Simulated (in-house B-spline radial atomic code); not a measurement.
What moves the levels of Bi⁺ ([Xe] 4f14 5d10 6s2 6p2)? Method: Dirac-Hartree-Fock, average of the jj configuration, Fermi nucleus of rms radius 5.484 fm. Calculated with an all-electron radial atomic-structure program (B-spline basis).

Baseline run (computed): total energy -21565.5642 hartree, 1s1/2 at -3349.703 hartree, 6p1/2 at -16.033 eV with <r> = 2.638 bohr.

Changing the nucleus:

| nucleus | ΔE (eV) |
| --- | --- |
| Fermi nucleus of rms radius 5.4911 fm, A = 203 | 0.361 |
| Fermi nucleus of rms radius 5.4934 fm, A = 204 | 0.478 |
| Fermi nucleus of rms radius 5.5008 fm, A = 205 | 0.854 |
| Fermi nucleus of rms radius 5.5034 fm, A = 206 | 0.987 |
| Fermi nucleus of rms radius 5.5103 fm, A = 207 | 1.34 |
| Fermi nucleus of rms radius 5.5147 fm, A = 208 | 1.56 |
| Fermi nucleus of rms radius 5.5211 fm, A = 209 | 1.89 |
| Fermi nucleus of rms radius 5.53 fm, A = 210 | 2.34 |
| Fermi nucleus of rms radius 5.5489 fm, A = 212 | 3.31 |
| Fermi nucleus of rms radius 5.5586 fm, A = 213 | 3.81 |

A larger nucleus binds the electrons less, roughly as the density at the nucleus times the change of the nuclear <r²>. The reference is A = 202.
